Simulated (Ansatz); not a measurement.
A single point on C2H3ClSn, SMILES `C#[C][SnH2][Cl]`.

```yaml
crystal:
  periodic: [false, false, false]
  atoms:
    - {symbol: C, position_ang: [0.327744, -2.043462, 0.647256]}
    - {symbol: C, position_ang: [0.191180, -0.891095, 0.319750]}
    - {symbol: Sn, position_ang: [-0.023658, 1.094371, -0.225957]}
    - {symbol: Cl, position_ang: [-1.694483, 1.157267, -1.843485]}
    - {symbol: H, position_ang: [0.443837, -3.064399, 0.932685]}
    - {symbol: H, position_ang: [-0.577050, 2.014834, 1.086707]}
    - {symbol: H, position_ang: [1.393728, 1.664485, -0.962556]}
basis:
  gaussian: {orbitals: def2-TZVPP}
hamiltonian: {xc: pbe}
correlation: {method: rpa}
```

```sh
$ ansatz run in.yaml --threads 2 --pin off --events-out ev --progress --plain --max-ram 32768MiB --backend cpu
```

Shortened log:

```
Functional definition: PBE
1329 factors; integrals over basis functions are off by at most 8.4e-4 eV
mean field evaluation 1: about -20460.4890 eV, gradient 5.8e1 eV
mean field evaluation 2: about -20460.4846 eV, gradient 5.8e1 eV
mean field evaluation 4: about -20467.4200 eV, gradient 2.2e1 eV
mean field evaluation 8: about -20468.8679 eV, gradient 6.6e-1 eV
mean field evaluation 16: about -20468.8691 eV, gradient 6.0e-4 eV
mean field -20468.86912291 eV, -752.2170659690 hartree, gradient 5.1e-6 eV, S^2 0.000000; 0 other end points of the search recorded, 0 dependent functions left out
11 core orbitals not correlated: weight in the atoms' cores, before any rotation towards them, 1.000 or more for the frozen orbitals, at most 0.000 for the correlated occupied ones
reference -20416.60718186 eV, -750.2964750599 hartree; 16, 16 occupied and 169, 169 virtual orbitals, 1329 factors
Total energy: -20450.92378816 eV, -751.5575870809 hartree
```

It took 10 s on 2 threads of a server CPU on a shared host, with 0.43 GiB of host memory at the peak.
